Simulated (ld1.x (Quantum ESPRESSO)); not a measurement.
## An all-electron radial function and its pseudo partner (Mg (Z = 12))

Columns: radius, all-electron u(r) and pseudo u(r) of the 3s shell (level -4.79 eV) of magnesium in the configuration [Ne] 3s2 3p0; LDA (PZ), scalar-relativistic, TM scheme, ld1.x (Quantum ESPRESSO) 7.5.

```
r (bohr)  all-electron  pseudo
   0.108        0.1001  0.0170
   0.215       -0.0604  0.0342
   0.322       -0.1903  0.0522
   0.430       -0.2454  0.0714
   0.538       -0.2375  0.0921
   0.645       -0.1891  0.1146
   0.752       -0.1179  0.1395
   0.860       -0.0354  0.1675
   0.968        0.0497  0.1989
   1.075        0.1317  0.2335
   1.182        0.2083  0.2718
   1.290        0.2787  0.3136
   1.398        0.3412  0.3575
   1.505        0.3954  0.4014
   1.612        0.4420  0.4435
   1.720        0.4817  0.4819
   1.828        0.5146  0.5146
   1.935        0.5409  0.5409
   2.042        0.5615  0.5615
   2.150        0.5772  0.5772
   2.258        0.5881  0.5881
   2.365        0.5947  0.5947
   2.472        0.5976  0.5976
   2.580        0.5973  0.5973
   2.688        0.5940  0.5940
   2.795        0.5883  0.5883
```

(1) How many radial nodes do the two functions have?

(2) At about which radius was the pseudo-wave matched?

(3) Where does each function peak?

(4) Is the pseudo-wave norm-conserving?

Results:

(1) The all-electron 3s function has n − l − 1 = 2; the pseudo-wave has 0, since the states of the same l below it are removed with the core.

(2) 1.90 bohr. The columns agree to 0.0005 from 1.72 bohr on; several derivatives are matched, so the curves merge somewhat inside the radius.

(3) Outermost all-electron maximum near 2.47 bohr, pseudo maximum near 2.47 bohr (to the table’s step).

(4) Yes: the TM scheme keeps the norm inside the radius equal to the all-electron one, which fixes the energy derivative of the logarithmic derivative at the level.
